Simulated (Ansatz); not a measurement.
**Question.** Name a neutral molecule of B, C, N, O and H with LUMO energy (PBE0/def2-TZVPP) between 0.20 and 0.50 eV and HOMO–LUMO gap (B3LYP/def2-TZVPP) between 7.95 and 8.25 eV (Ansatz, PBE0-D4/def2-TZVP geometry).

**Answer.** `CBNCO` (0.47 eV, 7.97 eV). Other molecules can fit too; these were computed, each in one conformer that needn't be the lowest.

B3LYP here is the variant with VWN-RPA as its local correlation; programs differ in this.
